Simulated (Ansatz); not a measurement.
Breaking the Al1–H2 bond in AlH3Se (SMILES [AlH2][SeH]) (multiplicity 1 held, fragments rigid). Energies count from the point at 1.573 Å.
Geometry at that point (charge 0, multiplicity 1):
```xyz
5

Al     0.364     0.027    -1.557
H     -0.699    -0.570    -2.552
H      1.745     0.642    -1.994
Se    -0.201    -0.030     0.697
H      1.061     0.607     1.107
```

Restricted levels (R-, RO-) in cc, def2 and unpolarised 6-31G sets keep to the state of the molecule at rest. U- levels take the lowest unrestricted solution at each point, which mixes spins at long bonds. Levels need not reach the same state.

Cores are frozen in the correlated methods. Filled d and f shells under p-block atoms count as core.

Run with Ansatz (a quantum-chemistry and plane-wave program). Values without a source in brackets are computed.

Task: One of these levels gives 108.44 kcal/mol for the energy at R = 5.035 Å. Which?
A) U-SCS-MP2/def2-SVP
B) R-SCS-MP2/def2-SVP
C) U-HF/def2-SVP

Result: B, R-SCS-MP2/def2-SVP. The others give 68.57 (U-HF/def2-SVP), 84.21 (U-SCS-MP2/def2-SVP)

Doubts at one or more of the structures used: a spin-contaminated determinant (U-HF/def2-SVP, U-SCS-MP2/def2-SVP); a restricted determinant that unrestricted orbitals would lower (R-SCS-MP2/def2-SVP).
